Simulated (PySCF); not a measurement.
## Solvent effects on NMR parameters

Bonds (- single, = double, # triple, : aromatic): C1=C2, C2-C3, C3-O4, O4-C5, C5-C6, C5=O7, C3-C8, C8-O9, O9-C10, C10-C11, C10=O12, C8-C2. C1 carries H13, H14; C3 carries H15; C6 carries H16, H17, H18; C8 carries H19; C11 carries H20, H21, H22. Stereochemistry as in C=C1[C@@H](OC(C)=O)[C@@H]1OC(C)=O.

GIAO PBE0/pcSseg-1 in PySCF on one PBE0-D3(BJ)/def2-SVP conformer, non-relativistic, equivalent nuclei averaged. Solvents enter as an IEF-PCM continuum (tetrahydrofuran with ε = 7.4, acetonitrile with ε = 35.7) around the gas-phase geometry. Shifts are referred to TMS computed in the same medium.

In tetrahydrofuran, δ in ppm: C5/C10 178.4, C2 139.9, C1 128.2, C3/C8 54.5, C6/C11 23.0, H13/H14 6.65, H15/H19 4.60, H16/H17/H18/H20/H21/H22 2.17. Dipole moment 3.21 D.

Problem. How does each δ change in the more polar medium?

Solution. 
```json
{"atoms": "C5/C10", "environment": "ester carbonyl carbon", "Δδ, acetonitrile": "+0.9"}
{"atoms": "C2", "environment": "fully substituted alkene carbon", "Δδ, acetonitrile": "-0.4"}
{"atoms": "C1", "environment": "terminal =CH2 carbon", "Δδ, acetonitrile": "+0.8"}
{"atoms": "C3/C8", "environment": "three-membered-ring carbon", "Δδ, acetonitrile": "+0.1"}
{"atoms": "C6/C11", "environment": "methyl carbon α to a carbonyl", "Δδ, acetonitrile": "+0.3"}
{"atoms": "H13/H14", "environment": "hydrogen on a terminal =CH2 carbon", "Δδ, acetonitrile": "+0.06"}
{"atoms": "H15/H19", "environment": "hydrogen on a three-membered-ring carbon", "Δδ, acetonitrile": "+0.01"}
{"atoms": "H16/H17/H18/H20/H21/H22", "environment": "hydrogen on a methyl carbon α to a carbonyl", "Δδ, acetonitrile": "+0.03"}
```

Changes are relative to tetrahydrofuran. The dipole moment becomes 3.37 D in acetonitrile.

Problem. Which nuclei move most (in ppm), and what does the model miss?

Solution. C5/C10 (ester carbonyl carbon, +0.9 ppm) and C1 (terminal =CH2 carbon, +0.8 ppm) in acetonitrile. A continuum only polarises the solute; specific hydrogen bonds, the anisotropy of aromatic solvents and changes of geometry or conformer are outside it.
